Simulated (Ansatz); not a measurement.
CH2GeN (SMILES N#[C][GeH2]): the energy, rung by rung

The species is CH2GeN (5 atoms), meant as a doublet with charge 0. As SMILES, `N#[C][GeH2]`. The shape was relaxed beforehand at wB97X-V/def2-SVP.

Each level gives the adiabatic electron affinity (to the singlet anion, shapes relaxed at wB97X-V/def2-SVP, no zero-point term) (eV). The values are calculated.

The electron affinity is E(neutral) − E(anion): positive where the electron is bound.

| level | kind | program | value (eV) | less CCSD(T)/def2-TZVPP | CPU time (all runs) |
| --- | --- | --- | --- | --- | --- |
| UHF/def2-TZVPP | Hartree–Fock | Ansatz | 1.43 | -0.97 | 23 s |
| UPBE/def2-TZVPP | GGA | Ansatz | 2.48 | +0.08 | 9.5 s |
| U-r2SCAN/def2-TZVPP | meta-GGA | Ansatz | 2.44 | +0.04 | 25 s |
| UB3LYP/def2-TZVPP | global hybrid | Ansatz | 2.59 | +0.19 | 16 s |
| U-wB97M-V/def2-TZVPP | range-separated hybrid | Ansatz | 2.51 | +0.11 | 51 s |
| UMP2/def2-TZVPP | perturbation theory | Ansatz | 2.43 | +0.03 | 18 s |
| UCCSD(T)/def2-TZVPP | coupled cluster or CI | Ansatz | 2.40 | 0.00 | 4.9 min |

Differences are taken from UCCSD(T)/def2-TZVPP for orientation; it has basis-set and higher-order errors of its own. All-electron rows without a relativistic Hamiltonian named are non-relativistic. The values span 1.43 to 2.59 eV. In the correlated wave-function rows the outer d shell of Ge is correlated, in sets not made for it. Times are those of the runs behind each value, whatever else they computed, on shared processors of several kinds: orders of magnitude only.
